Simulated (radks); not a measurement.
Spherical quantum dot in the effective-mass picture: electrons in a hard-walled sphere of radius 4.06, all in effective atomic units (hartree* = m*/eps^2 hartree, bohr* = eps/m* bohr), one dielectric constant everywhere. Method: non-relativistic Kohn-Sham, LDA (Slater exchange, Perdew-Wang correlation), spin-polarised, spherical densities; computed with a radial shooting solver with Libxc functionals. Levels are named by radial order and angular momentum (1s, 1p, 1d, 2s, ...), and open shells are averaged over m.

N = 9, configuration 1s2 1p6 1d(up 1, down 0). This is the lowest configuration that the search found. Occupied and some empty levels:

level,occupation,eigenvalue (hartree*),<r> (bohr*)
1s up,1,3.1309,2.500
1s down,1,3.1484,2.493
1p up,3,3.3289,2.678
1p down,3,3.3478,2.676
1d up,1,3.6418,2.810
1d down,0,3.6615,2.809
1f up,0,4.0528,2.913
1f down,0,4.0729,2.913
2s up,0,4.1146,1.877
2s down,0,4.1236,1.879
2p up,0,4.6692,2.148
2p down,0,4.6806,2.147

Energy (hartree*): total 16.9395, kinetic 5.8886, external 0, Hartree 13.872, exchange-correlation -2.8211.
